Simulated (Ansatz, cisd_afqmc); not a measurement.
Species: As, charge 0, quartet.

Total energies in aug-cc-pVQZ-DK, 5 correlated electrons, 14 frozen orbitals. Open shells are spin-unrestricted; no spin-orbit coupling. The -DK rows use spin-free X2C. AFQMC/CISD: phaseless, guided by CISD from CCSD amplitudes; bars are statistical, one sigma. Outlying blocks are dropped, and bars are widened where a walk drifts. Over all cases where full CI ran beside it in this data, AFQMC minus full CI had a median of +0.1 mEh and passed +0.4 mEh in a tenth of the cases.

| method | program | energy (Eh) | minus CCSDT(Q) (mEh) |
|---|---|---|---|
| HF | Ansatz | -2259.03550 | 92.79 |
| MP2 | Ansatz | -2259.11211 | 16.18 |
| CCSD | Ansatz | -2259.12434 | 3.96 |
| CCSD(T) | Ansatz | -2259.12768 | 0.62 |
| CCSDT(Q) | Ansatz | -2259.12830 | 0.00 |
| AFQMC/CISD | cisd_afqmc | -2259.1280 ± 0.0001 | 0.3 ± 0.1 |

Ansatz is an electronic-structure program.
